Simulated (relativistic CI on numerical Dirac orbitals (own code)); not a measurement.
# Ba3+: calculation against measurement

Calculated at this level of theory: Dirac-Coulomb-Breit CI, separate exchange-only KLI orbitals for each configuration, model QED (radiative potential, 1s self-energy scaled to tabulated hydrogen-like ionisation energies), valence Slater integrals scaled by 0.85, P86 correlation energy added to each configuration (own radial code, finite nucleus).

CI space (outside the closed core [Kr] 4d10): 5s2.5p5, 5s.5p6, 5s2.5p4.5d, 5s2.5p4.5f, 5s2.5p4.4f, 5s.5p5.5d, 5s2.5p4.6s, 5s2.5p4.6p, 5s2.5p3.4f.5d, 5s.5p5.5f, 5s2.5p4.6d, 5s2.5p4.7s, 5s2.5p4.7p. Double excitations out of closed p, d and f shells are left out; levels of such configurations are missing from the list, as are those of other unlisted configurations, and high levels can miss mixing partners.

```tsv
Configuration	Term (tabulated)	J	Measured (cm⁻¹)	Computed	Error	Purity (%)
5s2.5p5	2P°	3/2	0.0	0	0	99
5s2.5p5	2P°	1/2	17549.5	17450	-99	98
5s.5p6	2S	1/2	125805.1	129500	3695	61
5s2.5p4.5d	4D	5/2	143961.9	145777	1815	76
5s2.5p4.5d	4D	3/2	144586.0	146433	1847	66
5s2.5p4.5d	4P	1/2	159674.5	161450	1775	58
5s2.5p4.5d	4F	5/2	161782.5	163907	2125	81
5s2.5p4.5d	4F	3/2	162595.1	164696	2101	72
5s2.5p4.5d	4P	5/2	163808.5	165431	1622	56
5s2.5p4.5d	2F	5/2	172999.0	175369	2370	68
5s2.5p4.5d	2F	5/2	178670.3	181307	2637	69
```

Measured levels from Sansonetti and Curry, J. Phys. Chem. Ref. Data 39, 043103 (2010); pairs were made by configuration, J and term (by order where the table uses no LS term), so strongly mixed levels may be paired wrongly.

Mean error by configuration (cm⁻¹): 5s2.5p5 -99; 5s.5p6 3695; 5s2.5p4.5d 2036. Over the excited levels the mean absolute error is 2008 cm⁻¹ (10 of the 25 excited levels that our extract of the source holds in range could be paired, and the others can miss by more), and the median relative error of those above 1,000 cm⁻¹ is 1.3 %.
